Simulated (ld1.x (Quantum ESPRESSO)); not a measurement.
Which change was made? (Au, TM semilocal)

Au, norm-conserving Troullier–Martins (semilocal form), made with ld1.x (Quantum ESPRESSO) 7.5 (LDA (PZ), scalar-relativistic). Core [Xe] 4f14, reference 5d10 6s1 6p0. Waves: 6s (bound): rc 2.35 bohr; 5d (bound): rc 1.65 bohr; 6p (bound, empty): rc 2.90 bohr. Local part: the p channel. Core correction: none.

Cutoffs, loose and tight: the cutoffs (Ry, on a coarse ladder) from which the occupation-weighted sum of valence levels, in a spherical-Bessel basis at the reference potential, stays within 10 and 1 mRy of its value at 400 Ry. They do not see the model core or the augmentation charge, which bear on the density cutoff. Test errors are all-electron minus pseudo excitation energies from the reference, over the configurations 5d10 6s0 6p0; 5d9 6s0 6p0; 5d8 6s0 6p0; 5d10 6s0 6p1; 5d9 6s2 6p0; 5d9 6s1 6p1; 5d9 6s1 6p0 (two spin-polarised tests are not counted in the largest error); variants that change the core or the reference have their own tests.

The base gives: outcome: generated; cutoff, loose: 45 Ry; cutoff, tight: 60 Ry; bound ghosts: none; largest test error (meV): -27.

**Question.** After one change the result is: outcome: generated; cutoff, loose: 45 Ry; cutoff, tight: 55 Ry; bound ghosts: none; largest test error (meV): -126. Which change was it?
A. wave 6s (bound): rc 2.35 bohr becomes 6s (bound): rc 1.50 bohr
B. wave 6s (bound): rc 2.35 bohr becomes 6s (bound): rc 3.60 bohr
C. wave 6s (bound): rc 2.35 bohr becomes 6s (bound): rc 3.10 bohr

**Answer.** C. The others give: wave 6s (bound): rc 2.35 bohr becomes 6s (bound): rc 3.60 bohr → outcome: generated; cutoff, loose: 45 Ry; cutoff, tight: 55 Ry; bound ghosts: none; largest test error (meV): -305 | wave 6s (bound): rc 2.35 bohr becomes 6s (bound): rc 1.50 bohr → outcome: generated; cutoff, loose: 80 Ry; cutoff, tight: 140 Ry; bound ghosts: s; largest test error (meV): +211.
